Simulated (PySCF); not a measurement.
AuCl, SMILES [Au][Cl], multiplicity 1. Geometry: B3LYP-D3(BJ)/def2-TZVPD. The multiplicity is an assumed one; other spin states were not compared. The def2 effective core potentials stand for the cores of Au; spin–orbit coupling is left out.

Give the equilibrium geometry at B3LYP-D3(BJ)/def2-TZVPD (PySCF confirms it by a frequency run) as a Z-matrix, and its point group. (An estimate is asked for; the answer gives what the named calculation found.)

point group C∞v.
```
Au
Cl 1 2.2537
```
